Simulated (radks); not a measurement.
Species: Ba I. Configuration: [Xe] 4f0.5 6s1.5 (fractional occupations, a model configuration). Method: Dirac Kohn-Sham, PBEsol, spin-unpolarised, spherical densities, finite nucleus; open shells fill j = l - 1/2 first; Fermi nuclear charge, rms radius 4.8378 fm; computed with a radial shooting solver on a logarithmic mesh with Libxc functionals.

Spin-orbit splittings of the eigenvalues, e(l+1/2) - e(l-1/2), with zeta = 2 splitting/(2l+1) and mean radii in bohr:

| shell | occ. | splitting (eV) | zeta (eV) | <r> j=l-1/2 | <r> j=l+1/2 |
|---|---|---|---|---|---|
| 2p | 6 | 381.5 | 254.3 | 0.09195 | 0.09795 |
| 3p | 6 | 73.72 | 49.15 | 0.2817 | 0.2936 |
| 3d | 10 | 15.72 | 6.289 | 0.2644 | 0.2682 |
| 4p | 6 | ? | ? | 0.6971 | 0.7245 |
| 4d | 10 | 2.617 | 1.047 | 0.7952 | 0.8052 |
| 5p | 6 | 2.086 | 1.391 | 1.862 | 1.947 |

Estimate the 4p splitting.

Answer. 15.41 eV (zeta = 10.27 eV).
